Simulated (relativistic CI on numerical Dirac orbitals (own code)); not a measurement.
# Hyperfine structure of Pr¹⁹⁺, mass number 141

Calculated at this level of theory: Dirac-Coulomb-Breit CI, KLI orbitals optimised for each configuration, QED by a radiative potential, unscaled Slater integrals (own radial code, finite nucleus).

CI space (outside the closed core [Ar] 3d10): 4s2 4p6 4d4, 4s2 4p5 4d5, 4s2 4p6 4d3 4f, 4s 4p6 4d5, 4s2 4p6 4d3 5s, 4s 4p6 4d4 4f, 4s2 4p6 4d3 5p, 4s2 4p6 4d2 4f 5s, 4s2 4p6 4d3 5d, 4s2 4p6 4d2 5s 5p, 4s2 4p6 4d3 6s, 4p6 4d6, 4p5 4d7, 4s2 4p6 4d2 5s2, 4s2 4p6 4d 4f 5s2, 4s 4p6 4d2 4f 5s2, 4s2 4p6 4d 5s2 5p. Double excitations out of closed p, d and f shells are left out; levels of such configurations are missing from the list, as are those of other unlisted configurations, and high levels can miss mixing partners.

Nuclear spin I = 5/2, μ = 4.266 μN, Q = -0.0589 b (tables of Stone and Pyykkö). The electronic factors are computed for point nuclear moments, without core polarisation or the Bohr-Weisskopf and QED corrections.

```tsv
Level	E (eV)	A (MHz)	B (MHz)
4s2 4p6 4d4 5D_1	2.3176	38.41	-126
4s2 4p6 4d4 5D_2	4.0372	3162	-115
4s2 4p6 4d4 5D_3	5.1984	5327	40.1
4s2 4p6 4d4 3H_4	8.4267	8026	-11.9
4s2 4p6 4d4 3G_3	9.6749	8770	-70.6
4s2 4p6 4d4 3F_2	9.9793	7686	-178
4s2 4p6 4d4 3H_5	10.4167	8282	-266
4s2 4p6 4d4 3P_1	10.6274	7099	13.6
```

Levels with J = 0, under 50 % of one LS term, or S terms without an open s electron are left out. Small factors come from cancelling terms and can be off by tens of per cent or more.

At this charge energies of transitions that change n are usually good to better than 1 %, and those within a shell (Δn = 0) to a few per cent. Terms inside the open d or f shell come out 10 to 20 % too wide with unscaled integrals.

**Question.** Give the hyperfine levels of 4s2 4p6 4d4 5D_2 relative to its centre of gravity.

**Answer.** With K = F(F + 1) − I(I + 1) − J(J + 1), E = AK/2 + B[¾K(K + 1) − I(I + 1)J(J + 1)]/[2I(2I − 1)J(2J − 1)]: F = 1/2: -22220, F = 3/2: -17420, F = 5/2: -9458, F = 7/2: 1630, F = 9/2: 15780 MHz.

LS names give the leading component of a level, which can be under half, so a name can repeat, a term be missing and a line seem to break the LS rules.
